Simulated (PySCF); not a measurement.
Two-component Hartree-Fock for Hg⁵⁴⁺ (mercury, charge +54)

Start: [Ar] 3d8; 3d3/2 filled at m_j = -3/2, -1/2, +1/2, +3/2; 3d5/2 filled at m_j = -1/2, +1/2, +3/2, +5/2. Calculated with PySCF 2.14 in an even-tempered Gaussian basis (15 s from 15 bohr⁻², ratio 2.8; 13 p from 20 bohr⁻², ratio 2.8; 8 d from 20 bohr⁻², ratio 2.8; 3 f from 71 bohr⁻², ratio 3): generalised Hartree-Fock with the X2C-1e Hamiltonian and a Gaussian nucleus; one run each with spin-orbit coupling (SO) switched off, then screened by Boettger's factors.

```
spinor shell  electrons  ε, spin-free (eV)  ε, screened SO (eV)  weight of nominal j (screened SO)  rms radius, screened SO (bohr)
       1s1/2          2           -86867.7             -86833.1                              1.000                          0.0187
       2s1/2          2           -18177.9             -18166.0                              1.000                          0.0753
       2p1/2          2           -16141.8             -17560.2                              1.000                          0.0637
       2p3/2          4           -16141.8             -15585.5                              1.000                          0.0716
       3s1/2          2            -6584.4              -6580.9                              1.000                           0.188
       3p1/2          2            -5977.1              -6324.1                              1.000                           0.179
       3p3/2          4            -5977.1              -5838.0                              1.000                           0.194
       3d3/2          4            -5391.9              -5450.8                              0.997                           0.168
       3d5/2          4            -5391.9              -5348.5                              0.998                           0.171
```

| quantity | spin-free | screened SO |
| --- | --- | --- |
| E (hartree) | -17153.47945 | -17187.17332 |
| M_J | 4 | 4 |
| ⟨J²⟩ | 20.000 | 20.000 |
| ⟨L²⟩ | 12.000 | 13.247 |
| ⟨S²⟩ | 2.000 | 1.795 |

Each row is a mean over spinors that exchange with the open shell spreads, by up to 42.110 eV (3p3/2).

Breit and QED terms are absent; they matter most for the inner s and p1/2 levels.

Densities and radii are taken from the X2C orbitals without a picture-change correction, which distorts them close to the nucleus.

Without spin-orbit coupling the j labels of p, d and f shells carry no meaning; the spin-free column gives the mean over the occupied spinors of each nl shell.
